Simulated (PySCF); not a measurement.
Compound: C4H12O2Si.
SMILES with atom numbers: `[CH3:1][O:2][Si:3]([CH3:4])([CH3:5])[O:6][CH3:7]` (hydrogens: H8, H9, H10 on C1; H11, H12, H13 on C4; H14, H15, H16 on C5; H17, H18, H19 on C7)

Cartesian coordinates in Å at the PBE0-D3(BJ)/def2-TZVP level; atoms count from 1:
```
atom  x, y, z in Å
C1     2.5274    0.6558   -0.4704
O2     1.5572   -0.2898   -0.8490
Si3    0.0496   -0.3538   -0.2141
C4    -0.8642   -1.6667   -1.1523
C5     0.0924   -0.7108    1.6158
O6    -0.6095    1.1361   -0.4630
C7    -1.8275    1.5767    0.0744
H8     2.8423    0.5147    0.5703
H9     2.1553    1.6786   -0.5874
H10    3.4013    0.5267   -1.1116
H11   -0.8873   -1.4285   -2.2179
H12   -1.8954   -1.7563   -0.7997
H13   -0.3838   -2.6402   -1.0307
H14    0.5857   -1.6666    1.8093
H15    0.6345    0.0660    2.1615
H16   -0.9155   -0.7690    2.0356
H17   -2.6712    0.9696   -0.2762
H18   -1.8209    1.5571    1.1708
H19   -1.9961    2.6066   -0.2467
```

All values: wB97X-D/pcSseg-2 (PySCF, non-relativistic), on one gas-phase PBE0-D3(BJ)/def2-TZVP geometry that isn't relaxed in the solvent. The solvent is an IEF-PCM continuum (cavity from Bondi-type radii × 1.2). Specific hydrogen bonds and non-electrostatic terms are outside this model.

Gas phase at wB97X-D/pcSseg-2: HOMO -9.57 eV, LUMO 2.08 eV, dipole 1.63 D.

Task: What does the continuum do to the energy, the frontier levels and the dipole at wB97X-D/pcSseg-2 in chloroform?

Result: 
```json
{"solvent": "chloroform", "ε": "4.711", "E(solvent) − E(gas) (kcal/mol)": "-3.07", "polarisation term (kcal/mol)": "-3.39", "distortion of the solute (kcal/mol)": "0.32", "HOMO (eV)": "-9.55", "LUMO (eV)": "2.21", "dipole (D)": "2.07"}
```

Polarisation term: ½ Σ q·V over the induced surface charges. Distortion: the rise of the solute's own energy as its density leaves the gas-phase optimum.

Task: Which radius a makes the point-dipole formula ΔE = −[(ε − 1)/(2ε + 1)]·μ²/a³ give the value in chloroform, with the gas-phase dipole?

Result: μ = 0.642 au and |ΔE| = 0.00490 Eh give a = 1.64 Å; the farthest nucleus lies 3.62 Å from the centroid of the nuclei, so such a sphere wouldn't even hold the nuclei. The formula assumes a rigid point dipole at the centre of a sphere.

Task: Give the dipole vector in the frame of the coordinates (D, pointing from negative to positive charge), gas and chloroform.

Result: Gas (-0.81, 0.22, 1.40), solvent (-1.02, 0.23, 1.79). Its length changes by +27 % and its direction by 2°.

On 2 threads of an Intel Xeon at 2.50 GHz, on a shared host, this took 4.7 min wall, 8.2 min CPU and 3.0 GiB of memory at its peak. This is the whole shielding run at wB97X-D/pcSseg-2 in chloroform, SCF included.

wB97X-D is run here without its empirical dispersion term; that term would change no orbital, density or response property at a fixed geometry.
